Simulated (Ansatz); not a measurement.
## Molecular dynamics of B2H4SSi

The input (input.yaml):

```yaml
crystal:
  periodic: [false, false, false]
  atoms:
    - { symbol: B, position_ang: [-0.879728, 0.53197, -0.503812] }
    - { symbol: Si, position_ang: [0.938035, 0.600748, 0.39353] }
    - { symbol: B, position_ang: [0.154545, -1.296848, 0.232723] }
    - { symbol: S, position_ang: [-0.746109, -1.114601, -1.294433] }
    - { symbol: H, position_ang: [-1.849393, 1.204484, -0.594521] }
    - { symbol: H, position_ang: [1.040274, 1.223029, 1.785118] }
    - { symbol: H, position_ang: [1.869256, 1.137544, -0.595875] }
    - { symbol: H, position_ang: [-0.240851, -1.979305, 1.122606] }
basis:
  gaussian: { orbitals: def2-SVP }
hamiltonian:
  xc: pbe0
md:
  timestep: 0.5
  n_steps: 100
  ensemble: nve
  temperature: 700.0
  initial_velocities: maxwell_boltzmann
  seed: 466099
  masses: [{ species: H, mass: 3.016 }]
scf:
  lower_state_search: "off"
```

Launched with:

```bash
$ ansatz run input.yaml --threads 1 --pin off --max-ram 2048MiB --backend cpu --events-out ev --progress --plain --runs-dir out
```

It goes on from the last frame of an earlier run, with new velocities.

Output, in part (one step line in 2, the closing report, with atoms numbered from 0):

```
md step     0: t =     0.00 fs  T =   700.0 K  F+E_penalty+E_count = -20114.16648551 eV  E_kin = 0.542892 eV  conserved = -20113.62359351 eV  (15 SCF iters)
md step     2: t =     1.00 fs  T =   660.6 K  F+E_penalty+E_count = -20114.13582052 eV  E_kin = 0.512321 eV  conserved = -20113.62349969 eV  (22 SCF iters)
md step     4: t =     2.00 fs  T =   612.5 K  F+E_penalty+E_count = -20114.09837879 eV  E_kin = 0.475041 eV  conserved = -20113.62333810 eV  (22 SCF iters)
md step     6: t =     3.00 fs  T =   568.2 K  F+E_penalty+E_count = -20114.06387688 eV  E_kin = 0.440682 eV  conserved = -20113.62319530 eV  (15 SCF iters)
md step     8: t =     4.00 fs  T =   538.7 K  F+E_penalty+E_count = -20114.04095367 eV  E_kin = 0.417817 eV  conserved = -20113.62313660 eV  (15 SCF iters)
md step    10: t =     5.00 fs  T =   528.8 K  F+E_penalty+E_count = -20114.03325515 eV  E_kin = 0.410086 eV  conserved = -20113.62316939 eV  (15 SCF iters)
md step    12: t =     6.00 fs  T =   535.9 K  F+E_penalty+E_count = -20114.03886235 eV  E_kin = 0.415609 eV  conserved = -20113.62325316 eV  (15 SCF iters)
md step    14: t =     7.00 fs  T =   553.5 K  F+E_penalty+E_count = -20114.05258029 eV  E_kin = 0.429241 eV  conserved = -20113.62333926 eV  (22 SCF iters)
md step    16: t =     8.00 fs  T =   574.4 K  F+E_penalty+E_count = -20114.06886761 eV  E_kin = 0.445468 eV  conserved = -20113.62339967 eV  (22 SCF iters)
md step    18: t =     9.00 fs  T =   593.3 K  F+E_penalty+E_count = -20114.08357897 eV  E_kin = 0.460145 eV  conserved = -20113.62343391 eV  (22 SCF iters)
md step    20: t =    10.00 fs  T =   607.0 K  F+E_penalty+E_count = -20114.09421538 eV  E_kin = 0.470764 eV  conserved = -20113.62345098 eV  (22 SCF iters)
md step    22: t =    11.00 fs  T =   613.8 K  F+E_penalty+E_count = -20114.09951505 eV  E_kin = 0.476061 eV  conserved = -20113.62345406 eV  (22 SCF iters)
md step    24: t =    12.00 fs  T =   613.6 K  F+E_penalty+E_count = -20114.09930019 eV  E_kin = 0.475866 eV  conserved = -20113.62343464 eV  (22 SCF iters)
md step    26: t =    13.00 fs  T =   608.0 K  F+E_penalty+E_count = -20114.09488748 eV  E_kin = 0.471504 eV  conserved = -20113.62338322 eV  (22 SCF iters)
md step    28: t =    14.00 fs  T =   601.1 K  F+E_penalty+E_count = -20114.08951390 eV  E_kin = 0.466207 eV  conserved = -20113.62330727 eV  (22 SCF iters)
md step    30: t =    15.00 fs  T =   598.8 K  F+E_penalty+E_count = -20114.08767140 eV  E_kin = 0.464423 eV  conserved = -20113.62324837 eV  (22 SCF iters)
md step    32: t =    16.00 fs  T =   605.2 K  F+E_penalty+E_count = -20114.09263934 eV  E_kin = 0.469375 eV  conserved = -20113.62326397 eV  (21 SCF iters)
md step    34: t =    17.00 fs  T =   618.7 K  F+E_penalty+E_count = -20114.10321555 eV  E_kin = 0.479834 eV  conserved = -20113.62338162 eV  (21 SCF iters)
md step    36: t =    18.00 fs  T =   630.2 K  F+E_penalty+E_count = -20114.11231850 eV  E_kin = 0.488760 eV  conserved = -20113.62355865 eV  (21 SCF iters)
md step    38: t =    19.00 fs  T =   626.5 K  F+E_penalty+E_count = -20114.10961319 eV  E_kin = 0.485915 eV  conserved = -20113.62369836 eV  (21 SCF iters)
md step    40: t =    20.00 fs  T =   597.7 K  F+E_penalty+E_count = -20114.08727239 eV  E_kin = 0.463563 eV  conserved = -20113.62370907 eV  (21 SCF iters)
md step    42: t =    21.00 fs  T =   543.7 K  F+E_penalty+E_count = -20114.04523290 eV  E_kin = 0.421663 eV  conserved = -20113.62357024 eV  (21 SCF iters)
md step    44: t =    22.00 fs  T =   475.8 K  F+E_penalty+E_count = -20113.99233841 eV  E_kin = 0.368992 eV  conserved = -20113.62334620 eV  (21 SCF iters)
md step    46: t =    23.00 fs  T =   411.7 K  F+E_penalty+E_count = -20113.94247777 eV  E_kin = 0.319332 eV  conserved = -20113.62314553 eV  (15 SCF iters)
md step    48: t =    24.00 fs  T =   367.6 K  F+E_penalty+E_count = -20113.90812097 eV  E_kin = 0.285070 eV  conserved = -20113.62305084 eV  (14 SCF iters)
md step    50: t =    25.00 fs  T =   351.0 K  F+E_penalty+E_count = -20113.89531828 eV  E_kin = 0.272244 eV  conserved = -20113.62307447 eV  (14 SCF iters)
md step    52: t =    26.00 fs  T =   360.6 K  F+E_penalty+E_count = -20113.90281095 eV  E_kin = 0.279639 eV  conserved = -20113.62317146 eV  (15 SCF iters)
md step    54: t =    27.00 fs  T =   388.5 K  F+E_penalty+E_count = -20113.92458419 eV  E_kin = 0.301297 eV  conserved = -20113.62328743 eV  (15 SCF iters)
md step    56: t =    28.00 fs  T =   425.2 K  F+E_penalty+E_count = -20113.95315453 eV  E_kin = 0.329763 eV  conserved = -20113.62339172 eV  (15 SCF iters)
md step    58: t =    29.00 fs  T =   461.8 K  F+E_penalty+E_count = -20113.98162879 eV  E_kin = 0.358152 eV  conserved = -20113.62347657 eV  (22 SCF iters)
md step    60: t =    30.00 fs  T =   491.2 K  F+E_penalty+E_count = -20114.00451370 eV  E_kin = 0.380980 eV  conserved = -20113.62353333 eV  (22 SCF iters)
md step    62: t =    31.00 fs  T =   509.1 K  F+E_penalty+E_count = -20114.01835201 eV  E_kin = 0.394809 eV  conserved = -20113.62354312 eV  (22 SCF iters)
md step    64: t =    32.00 fs  T =   515.0 K  F+E_penalty+E_count = -20114.02288849 eV  E_kin = 0.399405 eV  conserved = -20113.62348390 eV  (22 SCF iters)
md step    66: t =    33.00 fs  T =   514.3 K  F+E_penalty+E_count = -20114.02225730 eV  E_kin = 0.398900 eV  conserved = -20113.62335693 eV  (22 SCF iters)
md step    68: t =    34.00 fs  T =   517.4 K  F+E_penalty+E_count = -20114.02452666 eV  E_kin = 0.401309 eV  conserved = -20113.62321799 eV  (22 SCF iters)
md step    70: t =    35.00 fs  T =   535.1 K  F+E_penalty+E_count = -20114.03815767 eV  E_kin = 0.414997 eV  conserved = -20113.62316110 eV  (22 SCF iters)
md step    72: t =    36.00 fs  T =   571.4 K  F+E_penalty+E_count = -20114.06643978 eV  E_kin = 0.443191 eV  conserved = -20113.62324916 eV  (22 SCF iters)
md step    74: t =    37.00 fs  T =   619.5 K  F+E_penalty+E_count = -20114.10391666 eV  E_kin = 0.480468 eV  conserved = -20113.62344910 eV  (22 SCF iters)
md step    76: t =    38.00 fs  T =   663.7 K  F+E_penalty+E_count = -20114.13838823 eV  E_kin = 0.514739 eV  conserved = -20113.62364918 eV  (22 SCF iters)
md step    78: t =    39.00 fs  T =   688.3 K  F+E_penalty+E_count = -20114.15754123 eV  E_kin = 0.533801 eV  conserved = -20113.62374039 eV  (22 SCF iters)
md step    80: t =    40.00 fs  T =   685.6 K  F+E_penalty+E_count = -20114.15540792 eV  E_kin = 0.531718 eV  conserved = -20113.62368950 eV  (22 SCF iters)
md step    82: t =    41.00 fs  T =   658.9 K  F+E_penalty+E_count = -20114.13452613 eV  E_kin = 0.510982 eV  conserved = -20113.62354424 eV  (22 SCF iters)
md step    84: t =    42.00 fs  T =   618.8 K  F+E_penalty+E_count = -20114.10330337 eV  E_kin = 0.479915 eV  conserved = -20113.62338809 eV  (21 SCF iters)
md step    86: t =    43.00 fs  T =   577.4 K  F+E_penalty+E_count = -20114.07106645 eV  E_kin = 0.447777 eV  conserved = -20113.62328907 eV  (22 SCF iters)
md step    88: t =    44.00 fs  T =   542.5 K  F+E_penalty+E_count = -20114.04399163 eV  E_kin = 0.420728 eV  conserved = -20113.62326390 eV  (22 SCF iters)
md step    90: t =    45.00 fs  T =   516.5 K  F+E_penalty+E_count = -20114.02382940 eV  E_kin = 0.400539 eV  conserved = -20113.62329071 eV  (22 SCF iters)
md step    92: t =    46.00 fs  T =   497.4 K  F+E_penalty+E_count = -20114.00910716 eV  E_kin = 0.385773 eV  conserved = -20113.62333448 eV  (15 SCF iters)
md step    94: t =    47.00 fs  T =   481.9 K  F+E_penalty+E_count = -20113.99712285 eV  E_kin = 0.373748 eV  conserved = -20113.62337480 eV  (15 SCF iters)
md step    96: t =    48.00 fs  T =   466.5 K  F+E_penalty+E_count = -20113.98524132 eV  E_kin = 0.361832 eV  conserved = -20113.62340937 eV  (15 SCF iters)
md step    98: t =    49.00 fs  T =   448.4 K  F+E_penalty+E_count = -20113.97122966 eV  E_kin = 0.347791 eV  conserved = -20113.62343869 eV  (15 SCF iters)
md step   100: t =    50.00 fs  T =   425.4 K  F+E_penalty+E_count = -20113.95334406 eV  E_kin = 0.329889 eV  conserved = -20113.62345490 eV  (15 SCF iters)
Total energy: -20113.95336885 eV, -739.1741525780 hartree
Atom 0 at    -0.926011     0.619746    -0.449156 Å, force    -0.579375    -0.812799    -0.866176 eV/Å
Atom 1 at     0.851441     0.659925     0.416763 Å, force    -0.137287    -0.671812     0.735752 eV/Å
Atom 2 at     0.104517    -1.339926     0.251120 Å, force     0.099699     0.536090     1.058648 eV/Å
Atom 3 at    -0.673858    -1.088659    -1.293176 Å, force    -0.874224     1.102160    -0.401722 eV/Å
Atom 4 at    -2.109094     1.052336    -0.523880 Å, force     1.262349    -0.210309     0.270706 eV/Å
Atom 5 at     1.562596     1.493449     1.498488 Å, force    -0.771525    -0.400504    -0.227281 eV/Å
Atom 6 at     1.880110     0.433889    -0.589718 Å, force     0.476679     0.125661    -0.625563 eV/Å
Atom 7 at    -0.130790    -2.380956     0.840891 Å, force     0.523684     0.331513     0.055636 eV/Å
Dipole moment:    -0.008979     0.068104     0.055313 e Å
```

The run went to its last step. The conserved energy stayed within 0.068 meV per atom of its start (net change 0.017 meV per atom), so the integration is sound. A run of 0.05 ps of so small a system gives no equilibrium averages.

The same pairs are bonded in the first frame and the last. Pairs count as bonded within 1.25 times the sum of covalent radii (0.12 Å more for H–H).

Last frame:

```xyz
8
Properties=species:S:1:pos:R:3
B -0.926 0.620 -0.449
Si 0.851 0.660 0.417
B 0.104 -1.340 0.251
S -0.674 -1.089 -1.293
H -2.109 1.052 -0.524
H 1.563 1.493 1.498
H 1.880 0.434 -0.590
H -0.131 -2.381 0.841
```

Time of the run: 3.8 min on 1 thread of Arm Neoverse V1, with other jobs on the host, peak memory 0.14 GiB.
